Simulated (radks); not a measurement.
Results of a calculation; reference values are marked as such.
Q: These are the eigenvalues of the occupied orbitals of an atom or ion with whole-number occupations (eV). Code: a radial shooting solver on a logarithmic mesh with Libxc functionals. Model: scalar-relativistic Kohn-Sham, B86b exchange with PBE correlation, spin-polarised, spherical densities, finite nucleus; Fermi nuclear charge, rms radius of each element as measured or else 0.836 A^(1/3) + 0.57 fm.

orbital  eigenvalue
1s        -27763.70
2s        -4163.406
2p        -3737.698
3s        -796.1439
3p        -656.7106
3d        -440.2304
4s        -127.1638
4p         -85.6360
4d         -26.0967
5s         -14.9598

Which element is it, and in what charge state? The configuration may be excited. Open shells, if any, are filled with parallel spins first.

A: Z = 49, indium, charge +1: In+ in [Kr] 4d10 5s2. The list shows which subshells hold electrons but not how many an open one holds; the 1s level, -1020.3 hartree, gives Z - s = 45.2 by -(Z - s)^2/2, which with screening and relativity narrows Z to a few neighbours, and the depths of the outer levels then fix element, charge and occupations together.
